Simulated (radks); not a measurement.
Valence configurations of the terbium ion Tb2+ (all share [Xe]). Calculated with a radial shooting solver on a logarithmic mesh with Libxc functionals: Dirac Kohn-Sham, LDA (Slater exchange, Perdew-Wang correlation), spin-unpolarised, spherical densities, finite nucleus; open shells fill j = l - 1/2 first; Fermi nuclear charge, rms radius 5.06 fm. Energies are relative to 4f9; eigenvalues in eV.

valence          E (eV)  e(4f5/2)  e(4f7/2)  e(5d3/2)  e(6p1/2)  e(6s1/2)
4f9               0.000   -17.415   -16.627         -         -         -
4f8.5 6s0.5       1.815   -21.582   -20.763         -         -   -15.643
4f8 5d1           4.746   -23.401   -22.554   -15.572         -         -
4f8 6s1           5.221   -26.131   -25.282         -         -   -16.695
4f8 6p1           9.494   -27.163   -26.313         -   -12.983         -
4f7 5d2          14.272   -30.261   -29.355   -17.147         -         -
4f7 5d1.5 6p0.5  17.046   -32.209   -31.301   -18.549   -12.732         -
4f6.5 5d2 6p0.5  24.143   -35.944   -35.007   -19.341   -12.955         -
4f5.5 5d3 6p0.5  43.413   -43.903         -   -20.897   -13.347         -

NIST lists [Xe] 4f9 as the ground configuration; this level of theory agrees among the configurations tried. The energies are those of spherical spin-averaged densities, not of single terms.
